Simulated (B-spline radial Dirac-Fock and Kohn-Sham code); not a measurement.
Width and fluorescence yield of the K (1s) hole, Sc to Nb

Method: one-electron (LDA, Dirac) transition rates at Dirac-Fock energies. Computed with a radial atomic solver. Free neutral atoms. Recommended widths: Campbell and Papp (2001); yields: xraylib tables.

```tsv
Z	element	Γ (eV)	recommended Γ	ω	tabulated ω
21	Sc	0.825	0.830	0.192	0.196
22	Ti	0.885	0.890	0.221	0.226
23	V	0.948	0.960	0.252	0.256
24	Cr	1.01	1.02	0.285	0.288
25	Mn	1.09	1.11	0.316	0.321
26	Fe	1.18	1.19	0.350	0.355
27	Co	1.27	1.28	0.384	0.388
28	Ni	1.37	1.39	0.417	0.421
29	Cu	1.47	1.49	0.451	0.454
30	Zn	1.59	1.62	0.482	0.486
31	Ga	1.73	1.76	0.513	0.517
32	Ge	1.88	1.92	0.543	0.546
33	As	2.05	2.09	0.571	0.575
34	Se	2.24	2.28	0.598	0.602
35	Br	?	?	?	?
36	Kr	2.66	2.71	0.647	0.652
37	Rb	2.90	2.96	0.670	0.674
38	Sr	3.16	3.23	0.691	0.696
40	Zr	3.74	3.83	0.730	0.734
41	Nb	4.07	4.16	0.748	0.751
```

Q: What does the model give for Br?

A: Γ = 2.44 eV, ω = 0.623; the recommended width is 2.49 eV; the tabulated yield is 0.627.
